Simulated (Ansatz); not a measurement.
Ideal-gas functions of Cl3HOTi (`[OH][Ti]([Cl])([Cl])[Cl]`) at 800 K and 1 bar, from an Ansatz frequency run at PBE0-D4/def2-TZVP.

Molar mass 171.23 g/mol, point group Cs (symmetry number 1), electronic degeneracy 1, moments of inertia 319.533, 326.513, 450.474 u Å². Harmonic wavenumbers (cm⁻¹, unscaled): 81, 117, 118, 141, 174, 204, 260, 413, 498, 510, 837, 3932.

Use S(trans) = R[1.5 ln M + 2.5 ln T − 1.1517]; rotational temperatures θ = 24.2544 K / I; S(rot) = R[ln(√π/σ · √(T³/θAθBθC)) + 1.5]; for each mode x = 1.438777 ν̃/T, S = R[x/(eˣ − 1) − ln(1 − e⁻ˣ)] and H = RT x/(eˣ − 1); 1 cm⁻¹ = 0.0119627 kJ/mol; R = 8.31446 J/(mol·K).

Task: By hand: the entropy, in J/(mol·K).

Result: Translation 193.5. Rotation: θ = 0.0759, 0.0743, 0.0538 K, giving 134.3. Vibration, mode by mode: 24.34, 21.29, 21.22, 19.74, 18.01, 16.70, 14.71, 10.98, 9.50, 9.32, 5.66, 0.06, in all 171.5. Electronic 0.0. Sum 499.3 J/(mol·K).

Task: By hand: H − E and G − E in kJ/mol, counted from the electronic energy.

Result: Zero-point energy ½ × 7285 × 0.0119627 = 43.6; thermal vibration 55.9; translation, rotation and pV give 4 RT = 26.6. H − E = 126.1 kJ/mol, and G − E = 126.1 − 800 × 499.3/1000 = -273.3 kJ/mol.

Vibration gives 34 % of the entropy, 86.6 J/(mol·K) of it from the modes under 150 cm⁻¹: soft modes count most, and the harmonic formula is weakest for them. The sum counts one conformer and one mirror image; others add a mixing term.
